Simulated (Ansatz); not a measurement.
PBE exchange is replaced step by step with exact exchange (0 % is PBE, 25 % PBE0; no dispersion term), basis def2-SVP, Ansatz. System: Ge₁₀H₁₆, a cluster cut from cubic germanium. Total charge 0; singlet. Geometry: PBE-D4/def2-SVP.

Geometry of the singlet:

```xyz
26

Ge   -1.545    0.286    2.345
Ge   -1.248    2.282   -1.098
Ge    2.008    1.640    1.121
Ge    1.248   -2.281    1.100
Ge    1.545   -0.289   -2.344
Ge   -2.007   -1.637   -1.122
Ge   -0.393    2.108    1.188
Ge   -1.154   -1.821    1.164
Ge   -0.856    0.181   -2.289
Ge    2.406   -0.465   -0.061
H    -3.073    0.582    2.403
H    -1.026    0.177    3.809
H    -2.774    2.594   -1.068
H    -0.538    3.452   -1.842
H     2.569    1.547    2.571
H     2.752    2.801    0.397
H     1.799   -2.420    2.550
H     1.508   -3.628    0.362
H     2.290    0.847   -3.106
H     1.802   -1.622   -3.108
H    -3.539   -1.361   -1.093
H    -1.780   -2.978   -1.881
H    -0.644    3.451    1.944
H    -1.890   -2.981    1.905
H    -1.401    0.295   -3.747
H     3.939   -0.761   -0.101
```

| exact exchange (%) | HOMO (eV) | LUMO (eV) | gap (eV) |
| --- | --- | --- | --- |
| 0 | -6.53 | -1.41 | 5.12 |
| 5 | -6.73 | -1.27 | 5.46 |
| 10 | -6.94 | -1.13 | 5.81 |
| 15 | -7.15 | -0.99 | 6.15 |
| 25 | -7.56 | -0.72 | 6.84 |
| 35 | -7.99 | -0.45 | 7.54 |

(1) Fit a straight line to the column «gap (eV)» against the share of exact exchange and predict its value at 50 %.

Results:

(1) With x = exact exchange (%) and y = gap (eV): mean x = 15, mean y = 6.153; Σ(x − x̄)(y − ȳ) = 58.75, Σ(x − x̄)² = 850; slope b = 0.06912, intercept a = ȳ − b·x̄ = 5.116. The residuals of the fitted rows reach 0.00. At x = 50 the line gives 5.116 + (0.06912 × 50) = 8.57; the run gave 8.57, the same within rounding.
